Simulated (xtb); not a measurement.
C$_{5}$H$_{13}$O$_{3}$Si, doublet, at a GFN2-xTB geometry. Base run: GFN2-xTB in xtb.

Geometry (Å):
```xyz
22

C      2.9589     0.3869     0.6347
C      1.6926     1.1555     0.9843
O      0.5267     0.4097     0.7759
Si     0.0249    -0.2726    -0.6250
C      0.5842    -2.2076    -0.3296
O      0.6138     0.0332    -2.0014
O     -1.5708    -0.5335    -0.4357
C     -2.4553    -0.1180     0.5629
C     -2.5636     1.3965     0.6500
H      3.8311     0.9959     0.8551
H      3.0123    -0.5326     1.2127
H      2.9485     0.1435    -0.4237
H      1.6459     2.0671     0.3776
H      1.6949     1.4307     2.0456
H      1.6261    -2.2597    -0.5930
H      0.3947    -2.4259     0.7085
H     -0.0392    -2.7706    -1.0017
H     -3.4259    -0.5594     0.3062
H     -2.1388    -0.5206     1.5336
H     -2.8431     1.8012    -0.3192
H     -3.3109     1.6757     1.3881
H     -1.6025     1.8159     0.9351
```
Charge 0, spin multiplicity 2.
All else is at xtb's defaults.
Base energy -31.32174 Eh.

Each row names what was changed in the base input (with any setting that the change needs).

```csv
change,ΔE vs base (mEh),dipole (D),G_solv (kcal/mol),SCF cycles
base,0.000,4.86,-,14
alpb = thf,-15.699,5.39,-10.57,14
etemp = 5000,-14.221,5.01,-,14
acc = 0.0001,0.000,4.86,-,23
acc = 0.1,0.000,4.86,-,16
alpb = acetonitrile,-15.264,5.48,-10.38,13
```

ALPB and GBSA are two models with their own fitted parameters for each solvent, which aren't always the measured dielectric constant.
